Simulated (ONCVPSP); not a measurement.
## Building the ONCV potential for W (LDA (Perdew-Wang 92), scalar-relativistic).

The input file (ONCVPSP 4.0.1):

```
# ATOM AND REFERENCE CONFIGURATION
# atsym  z   nc   nv     iexc    psfile
  W 74.00   10    4  -001012      upf
#
#   n    l    f
    1    0    2.00
    2    0    2.00
    2    1    6.00
    3    0    2.00
    3    1    6.00
    3    2   10.00
    4    0    2.00
    4    1    6.00
    4    2   10.00
    4    3   14.00
    5    0    2.00
    5    1    6.00
    5    2    4.00
    6    0    2.00
#
# PSEUDOPOTENTIAL AND OPTIMIZATION
# lmax
    2
#
#   l,   rc,      ep,       ncon, nbas, qcut
    0    1.80    0.00    4    7    7.50
    1    1.75    0.00    5    9    8.30
    2    2.25    0.00    4    8    7.30
#
# LOCAL POTENTIAL
# lloc, lpopt,  rc(5),   dvloc0
    4    5    1.55    0.00
#
# VANDERBILT-KLEINMAN-BYLANDER PROJECTORs
# l, nproj, debl
    0    2    0.60
    1    2    3.00
    2    2    0.60
#
# MODEL CORE CHARGE
# icmod, fcfact, rcfact
    0    0.00    0.00
#
# LOG DERIVATIVE ANALYSIS
# epsh1, epsh2, depsh
   -4.00    5.00    0.02
#
# OUTPUT GRID
# rlmax, drl
    6.00    0.01
#
# TEST CONFIGURATIONS
# ncnf
    4
# nvcnf
#   n    l    f
    4
    5    0    2.00
    5    1    6.00
    5    2    4.00
    6    0    1.00
#
    4
    5    0    2.00
    5    1    6.00
    5    2    4.00
    6    0    0.00
#
    4
    5    0    2.00
    5    1    6.00
    5    2    3.00
    6    0    0.00
#
    5
    5    0    2.00
    5    1    6.00
    5    2    4.00
    6    0    0.00
    6    1    2.00
#
```

Command:

```bash
oncvpsp.x < W.dat > W.out
```

Output (shortened: citation, most of the input echo, consistency checks and plot data are left out):

```
ONCVPSP  (Optimized Norm-Conservinng Vanderbilt PSeudopotential)
scalar-relativistic version 4.0.1

#   n    l    f        energy (Ha)
    1    0    2.00    -2.5518624E+03
    2    0    2.00    -4.4048929E+02
    2    1    6.00    -3.8536175E+02
    3    0    2.00    -1.0142897E+02
    3    1    6.00    -8.5106989E+01
    3    2   10.00    -6.6304966E+01
    4    0    2.00    -2.0899572E+01
    4    1    6.00    -1.5543542E+01
    4    2   10.00    -8.7556669E+00
    4    3   14.00    -1.2296833E+00
    5    0    2.00    -2.9141510E+00
    5    1    6.00    -1.5944019E+00
    5    2    4.00    -1.7195933E-01
    6    0    2.00    -2.1693672E-01

Reference configufation results
  iterations    28
  all-electron total energy (Ha)   -1.61330958D+04

Begin loop to  construct optimized pseudo wave functions
and semi-local pseudopoentials for all angular momenta

Calculating optimized projector #   1

 for l=   0

    Fraction of norm inside rc  0.966152
    Optimizing pswf for qcut=   7.51 a_B^-1,  ecut=  28.21 Ha
    Residual kinetic energy error=  4.92D-07 Ha

    Energy error per electron        Cutoff
         Ha          eV             Ha
         0.01000     0.27211       13.80
         0.00100     0.02721       18.44
         0.00010     0.00272       22.00
         0.00001     0.00027       24.87

Calculating optimized projector #   2

 for l=   0

    Fraction of norm inside rc  0.078450
    Optimizing pswf for qcut=   7.51 a_B^-1,  ecut=  28.21 Ha
    Residual kinetic energy error=  1.07D-06 Ha

    Energy error per electron        Cutoff
         Ha          eV             Ha
         0.01000     0.27211       11.23
         0.00100     0.02721       17.59
         0.00010     0.00272       21.96
         0.00001     0.00027       25.36

   Wellstate for l =  1  n =  7
     eigenvalue =   1.4056
     asymptotic potential =   1.9056
     half-point radius =  3.9118

Calculating optimized projector #   1

 for l=   1

    Fraction of norm inside rc  0.875651
    Optimizing pswf for qcut=   8.29 a_B^-1,  ecut=  34.35 Ha
    Residual kinetic energy error=  6.06D-06 Ha

    Energy error per electron        Cutoff
         Ha          eV             Ha
         0.01000     0.27211       17.20
         0.00100     0.02721       24.58
         0.00010     0.00272       29.23
         0.00001     0.00027       33.95

Calculating optimized projector #   2

 for l=   1

    Fraction of norm inside rc  0.081870
    Optimizing pswf for qcut=   8.29 a_B^-1,  ecut=  34.35 Ha
    Residual kinetic energy error=  6.54D-06 Ha

    Energy error per electron        Cutoff
         Ha          eV             Ha
         0.01000     0.27211        9.66
         0.00100     0.02721       23.47
         0.00010     0.00272       29.13
         0.00001     0.00027       33.94

   Wellstate for l =  2  n =  6
     eigenvalue =   0.4280
     asymptotic potential =   0.9280
     half-point radius =  5.3125

Calculating optimized projector #   1

 for l=   2

    Fraction of norm inside rc  0.661636
    Optimizing pswf for qcut=   7.30 a_B^-1,  ecut=  26.66 Ha
    Residual kinetic energy error=  1.57D-08 Ha

    Energy error per electron        Cutoff
         Ha          eV             Ha
         0.01000     0.27211       10.94
         0.00100     0.02721       14.81
         0.00010     0.00272       18.16
         0.00001     0.00027       20.94

Calculating optimized projector #   2

 for l=   2

    Fraction of norm inside rc  0.154817
    Optimizing pswf for qcut=   7.30 a_B^-1,  ecut=  26.66 Ha
    Residual kinetic energy error=  8.32D-09 Ha

    Energy error per electron        Cutoff
         Ha          eV             Ha
         0.01000     0.27211        9.98
         0.00100     0.02721       13.94
         0.00010     0.00272       17.45
         0.00001     0.00027       20.38

Construct Vanderbilt / Kleinmman-Bylander projectors

B matrix Hermiticity error, ll=   0
   1   2    3.6293E-04

  Orthonormal projector coefficients  8.9194E+00  1.1857E+00

B matrix Hermiticity error, ll=   1
   1   2   -4.0127E-04

  Orthonormal projector coefficients  6.6545E+00  7.1002E-01

B matrix Hermiticity error, ll=   2
   1   2    5.0171E-05

  Orthonormal projector coefficients  1.7833E+00  2.0022E-01

Pseudoatom total energy  -68.139210

Diagnostic tests using Vanderbilt-Kleinman-Bylander pseudopotentials
  1 or more projectors used as specified by nproj input data

   l    rcore       rmatch      e in        delta e   norm test  slope test

   0   1.8068413   1.8617009  -2.9141510   0.0000050   1.0001955   1.0001817
   0   1.8068413   1.8617009  -0.2169367   0.0000035   1.0000406   1.0000309

   1   1.7535983   1.8068413  -1.5944019   0.0000035   1.0001254   1.0001364
   1   1.7535983   1.8068413   1.4055981   0.0000631   1.0003672   1.0003672

   2   2.2544743   2.3229251  -0.1719593   0.0000009   1.0000623   1.0000732
   2   2.2544743   2.3229251   0.4280407   0.0000044   1.0001726   1.0001726

 Testing for bound ghosts
   n   l    E NL Schr. Eq   E Basis Diag.   E Cutoff

   1   0       -2.914146       -2.914146     58.47
   2   0       -0.216933       -0.183181     58.47

   2   1       -1.594398       -1.594392    128.89

   3   2       -0.171958       -0.170674     67.78

 Testing for highly-localized positive-energy ghosts
       l    <radius>/rc     E Basis Diag.   E Cutoff

       0        0.893945       10.045717     58.47  WARNING - GHOST(+)

Test configuration 0

   n   l     f        eae           eps        diff
   1   0  2.0000-2551.86243203
   2   0  2.0000 -440.48929288
   2   1  6.0000 -385.36174998
   3   0  2.0000 -101.42896722
   3   1  6.0000  -85.10698897
   3   2 10.0000  -66.30496575
   4   0  2.0000  -20.89957174
   4   1  6.0000  -15.54354244
   4   2 10.0000   -8.75566686
   4   3 14.0000   -1.22968332
   5   0  2.0000   -2.91415101   -2.91414597    5.04D-06
   5   1  6.0000   -1.59440194   -1.59439844    3.50D-06
   5   2  4.0000   -0.17195933   -0.17195839    9.43D-07
   6   0  2.0000   -0.21693672   -0.21693323    3.49D-06

    Total energies and differences
      AE_ref= -1.61330958D+04  AE_tst= -1.61330958D+04  dif=  0.00D+00
      PS_ref= -6.81392097D+01  PS_tst= -6.81392097D+01  dif= -3.27D-13
      PSP excitation error=  3.27D-13

Test configuration 1

   n   l     f        eae           eps        diff
   1   0  2.0000-2552.14244452
   2   0  2.0000 -440.76739100
   2   1  6.0000 -385.63991795
   3   0  2.0000 -101.70726924
   3   1  6.0000  -85.38529202
   3   2 10.0000  -66.58312830
   4   0  2.0000  -21.17796169
   4   1  6.0000  -15.82191042
   4   2 10.0000   -9.03394633
   4   3 14.0000   -1.50789877
   5   0  2.0000   -3.19235190   -3.19308675   -7.35D-04
   5   1  6.0000   -1.87300341   -1.87329814   -2.95D-04
   5   2  4.0000   -0.44082075   -0.44079345    2.73D-05
   6   0  1.0000   -0.45856944   -0.45853636    3.31D-05

    Total energies and differences
      AE_ref= -1.61330958D+04  AE_tst= -1.61327604D+04  dif=  3.35D-01
      PS_ref= -6.81392097D+01  PS_tst= -6.78037617D+01  dif=  3.35D-01
      PSP excitation error= -9.92D-05

Test configuration 2

   n   l     f        eae           eps        diff
   1   0  2.0000-2552.46365723
   2   0  2.0000 -441.08599442
   2   1  6.0000 -385.95862691
   3   0  2.0000 -102.02578329
   3   1  6.0000  -85.70380993
   3   2 10.0000  -66.90150957
   4   0  2.0000  -21.49653297
   4   1  6.0000  -16.14046013
   4   2 10.0000   -9.35238171
   4   3 14.0000   -1.82609655
   5   0  2.0000   -3.50978930   -3.51183986   -2.05D-03
   5   1  6.0000   -2.18986553   -2.19072810   -8.63D-04
   5   2  4.0000   -0.74222097   -0.74216481    5.62D-05

    Total energies and differences
      AE_ref= -1.61330958D+04  AE_tst= -1.61321718D+04  dif=  9.24D-01
      PS_ref= -6.81392097D+01  PS_tst= -6.72149736D+01  dif=  9.24D-01
      PSP excitation error= -2.20D-04

Test configuration 3

   n   l     f        eae           eps        diff
   1   0  2.0000-2552.94277433
   2   0  2.0000 -441.56686801
   2   1  6.0000 -386.43950989
   3   0  2.0000 -102.50362419
   3   1  6.0000  -86.18166909
   3   2 10.0000  -67.37992227
   4   0  2.0000  -21.97398037
   4   1  6.0000  -16.61801581
   4   2 10.0000   -9.83008685
   4   3 14.0000   -2.30264271
   5   0  2.0000   -3.98028780   -3.98488630   -4.60D-03
   5   1  6.0000   -2.65040566   -2.65283635   -2.43D-03
   5   2  3.0000   -1.15529918   -1.15568661   -3.87D-04

    Total energies and differences
      AE_ref= -1.61330958D+04  AE_tst= -1.61312271D+04  dif=  1.87D+00
      PS_ref= -6.81392097D+01  PS_tst= -6.62700487D+01  dif=  1.87D+00
      PSP excitation error= -5.01D-04

Test configuration 4

   n   l     f        eae           eps        diff
   1   0  2.0000-2551.97613832
   2   0  2.0000 -440.60124856
   2   1  6.0000 -385.47365928
   3   0  2.0000 -101.54139552
   3   1  6.0000  -85.21939896
   3   2 10.0000  -66.41723469
   4   0  2.0000  -21.01225183
   4   1  6.0000  -15.65619841
   4   2 10.0000   -8.86822602
   4   3 14.0000   -1.34214164
   5   0  2.0000   -3.02648963   -3.02793998   -1.45D-03
   5   1  6.0000   -1.70640487   -1.70704629   -6.41D-04
   5   2  4.0000   -0.27047560   -0.27042849    4.71D-05
   6   1  2.0000   -0.10513068   -0.10512770    2.99D-06

    Total energies and differences
      AE_ref= -1.61330958D+04  AE_tst= -1.61327491D+04  dif=  3.47D-01
      PS_ref= -6.81392097D+01  PS_tst= -6.77924565D+01  dif=  3.47D-01
      PSP excitation error= -5.92D-05
```

The run took about 3.7 s on one core of a shared server CPU.
